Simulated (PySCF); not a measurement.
## Vibration and rotation of TiCl

UHF-SCS-MP2 constants of TiCl, quartet, unpaired electrons σ ↑, π ↑, δ ↑ (PySCF, no relativity, basis sets Ti def2-TZVPPD, Cl def2-TZVPPD; masses 47.9479 and 34.9689 u):

| Property | Result |
| --- | --- |
| ωe | 392.9 cm⁻¹ |
| ωexe | 1.3 cm⁻¹ |
| Be | 0.15792 cm⁻¹ |
| αe | 0.000760 cm⁻¹ |

(1) What force constant and bond length do these constants imply?

(2) Estimate the centrifugal constant D from the Kratzer relation and find the Dunham coefficient a1.

Correlated steps freeze 10 core orbitals. With d or f electrons several states lie close, and the lowest PBE0 determinant need not be the measured ground state.

Answers

(1) Reduced mass μred = 20.221 u; k = 5.8918×10⁻⁷·μred·ωe² (u, cm⁻¹, mdyn/Å) = 1.84 mdyn/Å; Re = √(16.8576/(μred·Be)) (u, cm⁻¹, Å) = 2.298 Å.

(2) D = 4Be³/ωe² = 1.02e-07 cm⁻¹; a1 = −1 − αeωe/(6Be²) = -3.00.
